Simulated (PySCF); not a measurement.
Heteronuclear NMR

Geometry:
| atom | x (Å) | y (Å) | z (Å) |
| --- | --- | --- | --- |
| C1 | -2.195 | -0.517 | 0.415 |
| C2 | -1.061 | -0.326 | -0.578 |
| C3 | -0.063 | -1.501 | -0.496 |
| Si4 | 1.149 | -0.439 | 0.530 |
| C5 | 2.966 | -0.352 | -0.002 |
| C6 | -0.092 | 0.827 | -0.206 |
| C7 | -0.648 | 1.979 | 0.615 |
| H8 | -1.799 | -0.655 | 1.418 |
| H9 | -2.868 | 0.337 | 0.417 |
| H10 | -2.774 | -1.402 | 0.152 |
| H11 | -1.491 | -0.201 | -1.577 |
| H12 | 0.319 | -1.775 | -1.478 |
| H13 | -0.487 | -2.398 | -0.051 |
| H14 | 1.051 | -0.628 | 1.985 |
| H15 | 3.065 | -0.206 | -1.073 |
| H16 | 3.475 | 0.468 | 0.494 |
| H17 | 3.486 | -1.267 | 0.259 |
| H18 | 0.308 | 1.247 | -1.134 |
| H19 | -1.468 | 2.471 | 0.092 |
| H20 | 0.131 | 2.718 | 0.792 |
| H21 | -1.012 | 1.638 | 1.580 |

[PySCF 2.14: GIAO PBE0/pcSseg-1 shieldings; structure optimised with GFN2-xTB; non-relativistic; one averaged value for each set of equivalent atoms; in vacuum; a single conformation]

**Question.** What are the 29Si shifts?

**Answer.** 
| atoms | environment | σ (ppm) | δ (ppm) |
| --- | --- | --- | --- |
| Si4 | silicon bonded to 3 C, H, in a 4-membered ring | 351.7 | -9.1 |

Shieldings were converted by a linear fit to measured shifts: 29Si (scatter 8.9 ppm rms, 25.8 ppm with the 6 outliers that the fit left out vs TMS, solution or neat liquid). A few per cent of atoms miss by over 2 rms, more outside the fitted compound classes.

On a 600 MHz spectrometer 29Si resonates near 119.2 MHz, so 1 ppm is 119.2 Hz.
